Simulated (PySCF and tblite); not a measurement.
C7H9NO2, numbered as in [CH2:1]=[C:2]([C:3]#[C:4][C:5]([NH2:6])=[O:7])[CH2:8][O:9][CH3:10].

Level: PBE0-D3(BJ)/6-31G*//GFN2-xTB, thermal terms from GFN2-xTB, symmetry numbers and mirror pairs counted. Conformers within 3 kcal/mol (GFN2-xTB free energy) were kept, 10 at most. GIAO shieldings: PBE0/6-31G*. Shifts are against TMS (¹H), TMS (¹³C), NH3 (¹⁵N) at the same level. (PySCF 2.14, tblite 0.8.)

Torsions listed: O7–C5–N6–H6, C1–C2–C8–O9, C2–C8–O9–C10. Of a mirror pair one member is shown.

```csv
conformer,shape,symmetry,E(GFN2) kcal/mol,E(DFT) kcal/mol
1,"0°, 0°, 180°",Cs,0.72,0.00
2,"1°, -24°, -76°",C1 (pair),0.25,0.19
3,"180°, -135°, 67°",C1 (pair),0.00,0.20
4,"-178°, 128°, 178°",C1 (pair),1.38,1.79
5,"180°, -88°, -71°",C1 (pair),0.53,2.00
```

Problem. How much do the weights at 298.15 K and the averaged shift of C10 depend on how the conformers are weighted?

Solution. 
| weighting | 1 (%) | 2 (%) | 3 (%) | 4 (%) | 5 (%) | δ (ppm) | rms dipole (D) |
| --- | --- | --- | --- | --- | --- | --- | --- |
| DFT energy with thermal terms, symmetry and mirror images (full scheme) | 35 | 34 | 27 | 3 | 2 | 55.9 | 3.36 |
| DFT energy with symmetry and mirror images | 25 | 36 | 35 | 2 | 2 | 55.7 | 3.43 |
| bare DFT energy | 40 | 29 | 28 | 2 | 1 | 56.0 | 3.32 |
| GFN2-xTB energy with symmetry and mirror images | 6 | 28 | 43 | 4 | 18 | 55.5 | 3.65 |
| GFN2-xTB free energy | 10 | 29 | 35 | 6 | 20 | 55.6 | 3.64 |
| leading conformer alone | 100 | 0 | 0 | 0 | 0 | 57.5 | 2.81 |
| equal weights | 20 | 20 | 20 | 20 | 20 | 56.3 | 3.74 |
| full scheme, search stopped after three starts | 54 | 0 | 42 | 5 | 0 | 56.5 | 3.33 |

The largest departure from the full scheme, 1.6 ppm, comes with: leading conformer alone.

The minima are those of GFN2-xTB; planar forms about aryl–S or allylic bonds may be saddles in DFT. Rotation about the C–N or B–N bond may be slow on the NMR time scale, and the averages treat it as fast.


¹⁵N shifts are against a computed isolated NH3 molecule, about 20 ppm from the liquid.

Conformer gaps in 6-31G* on xTB geometries can be 2 kcal/mol off for S=O, P=O and other polar bonds.